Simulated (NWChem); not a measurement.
Molecule: CH4FNSi2; SMILES F[Si@H]1C=N[SiH2]1

```xyz
9

F     -0.3236    -2.2137    -0.5549
Si    -0.0001    -0.9097     0.3688
C      1.4454     0.2519    -0.0953
N      0.9742     1.4496    -0.1131
Si    -0.8221     1.2440    -0.0099
H      0.1036    -1.4185     1.7715
H      2.5288     0.0801    -0.2434
H     -1.4737     2.0814     1.0409
H     -1.4507     1.5370    -1.3302
```
Atoms are numbered in this order, from 1.

Computed with NWChem. Pople sets run with spherical d functions. Geometry: optimised at PBE0/def2-SVP. B3LYP is NWChem's, with the RPA form of VWN correlation. GIAO values for the isolated, static molecule; σ is the absolute isotropic shielding, δ = σ(reference) − σ with the isolated reference molecule computed at the same levels (19F: trichlorofluoromethane, 1H: tetramethylsilane, 15N: ammonia, 29Si: tetramethylsilane).

For level PBE/pcSseg-1:

* **δ Si2 (ppm)**: 5.2
* **δ Si5 (ppm)**: 2.6
* **δ H6 (ppm)**: 5.95

Task: Estimate the same quantities for level B3LYP/6-311G**.

Result: 
* **δ Si2 (ppm)**: 10.2
* **δ Si5 (ppm)**: 6.6
* **δ H6 (ppm)**: 5.75
